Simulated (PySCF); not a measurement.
CH9ClSi3.
Numbering: `[CH3:1][SiH2:2][Si@H:3]([SiH3:4])[Cl:5]` (hydrogens: H6, H7, H8 on C1; H9, H10 on Si2; H11 on Si3; H12, H13, H14 on Si4)

The same species was optimised twice, with GFN2-xTB and with PBE0-D3(BJ)/def2-SVP (PySCF), and the same property calculations (PySCF, gas phase) were run on both structures.

```csv
coordinate,GFN2-xTB,PBE0-D3(BJ)/def2-SVP,change
Si3–Cl5 (Å),2.059,2.092,+0.033
Si2–H9 (Å),1.471,1.496,+0.025
Si2–H10 (Å),1.472,1.497,+0.025
Si3–H11 (Å),1.476,1.497,+0.021
C1–Si2 (Å),1.900,1.884,-0.016
C1–H6 (Å),1.085,1.101,+0.016
C1–H8 (Å),1.086,1.101,+0.015
C1–H7 (Å),1.086,1.101,+0.015
Si2–Si3 (Å),2.331,2.344,+0.013
Si3–Si4 (Å),2.330,2.341,+0.011
Si3–Si2–H9 (°),115.7,108.4,-7.3
Cl5–Si3–H11 (°),102.2,107.8,+5.6
Si2–Si3–Si4 (°),118.3,112.8,-5.5
Si3–Si2–H10 (°),111.7,106.9,-4.8
C1–Si2–H9 (°),107.8,111.3,+3.5
C1–Si2–H10 (°),107.6,110.9,+3.3
C1–Si2–Si3 (°),108.0,110.8,+2.8
H9–Si2–H10 (°),105.6,108.4,+2.8
C1–Si2–Si3–Si4 (°),-70,-59,+11
```

Rotational constants: A = 1944, B = 1210, C = 806.4 MHz (GFN2-xTB) against A = 1943, B = 1223, C = 812.1 MHz (PBE0-D3(BJ)/def2-SVP). Point groups within 0.08 Å: C1 and C1. End groups have turned between the structures, so H12, H13, H14 are left out of the comparison.

On the GFN2-xTB structure: lowest singlet, TDDFT (eV) 5.39 [B3LYP/def2-SVPD]; lowest triplet, Tamm–Dancoff (eV) 4.92 [B3LYP/def2-SVPD]; isotropic polarisability (au) 114.6 [B3LYP/def2-SVPD]; HOMO (eV) -7.67 [B3LYP/def2-SVPD]; LUMO (eV) -1.29 [B3LYP/def2-SVPD]; dipole (D) 2.03 [B3LYP/def2-SVPD]; HOMO (eV) -7.94 [PBE0/pcSseg-1]; LUMO (eV) -1.16 [PBE0/pcSseg-1]; dipole (D) 2.22 [PBE0/pcSseg-1]; GIAO shielding of C1 (ppm) 197.1 [PBE0/pcSseg-1]; GIAO shielding of Si2 (ppm) 418.4 [PBE0/pcSseg-1]; GIAO shielding of Si3 (ppm) 374.7 [PBE0/pcSseg-1]; GIAO shielding of Si4 (ppm) 457.5 [PBE0/pcSseg-1]; GIAO shielding of Cl5 (ppm) 1058.2 [PBE0/pcSseg-1].

**Question.** What do these properties become on the PBE0-D3(BJ)/def2-SVP structure?

**Answer.** 
| property | level | on GFN2-xTB | on PBE0-D3(BJ)/def2-SVP | change |
| --- | --- | --- | --- | --- |
| lowest singlet, TDDFT (eV) | B3LYP/def2-SVPD | 5.39 | 5.41 | +0.02 |
| lowest triplet, Tamm–Dancoff (eV) | B3LYP/def2-SVPD | 4.92 | 4.92 | 0.00 |
| isotropic polarisability (au) | B3LYP/def2-SVPD | 114.6 | 117.0 | +2.4 |
| HOMO (eV) | B3LYP/def2-SVPD | -7.67 | -7.46 | +0.21 |
| LUMO (eV) | B3LYP/def2-SVPD | -1.29 | -1.07 | +0.22 |
| dipole (D) | B3LYP/def2-SVPD | 2.03 | 2.43 | +0.40 |
| energy, GFN2-xTB geometry as zero (kcal/mol) | B3LYP/def2-SVPD | 0.0 | -4.5 | -4.5 |
| HOMO (eV) | PBE0/pcSseg-1 | -7.94 | -7.75 | +0.19 |
| LUMO (eV) | PBE0/pcSseg-1 | -1.16 | -0.90 | +0.26 |
| dipole (D) | PBE0/pcSseg-1 | 2.22 | 2.61 | +0.39 |
| energy, GFN2-xTB geometry as zero (kcal/mol) | PBE0/pcSseg-1 | 0.0 | -4.3 | -4.3 |
| GIAO shielding of C1 (ppm) | PBE0/pcSseg-1 | 197.1 | 194.6 | -2.5 |
| GIAO shielding of Si2 (ppm) | PBE0/pcSseg-1 | 418.4 | 415.2 | -3.2 |
| GIAO shielding of Si3 (ppm) | PBE0/pcSseg-1 | 374.7 | 363.0 | -11.7 |
| GIAO shielding of Si4 (ppm) | PBE0/pcSseg-1 | 457.5 | 453.7 | -3.8 |
| GIAO shielding of Cl5 (ppm) | PBE0/pcSseg-1 | 1058.2 | 1055.1 | -3.1 |

The heavy atoms differ by 0.142 Å rms after alignment. Among the bonds compared Si3–Cl5 changes most (+0.033 Å). Changes are differences of the printed values. Neither structure is proved a minimum here.

The values belong to the conformer `[CH3:1][SiH2:2][Si@H:3]([SiH3:4])[Cl:5]`: C1–Si2–Si3–Si4 -59°.
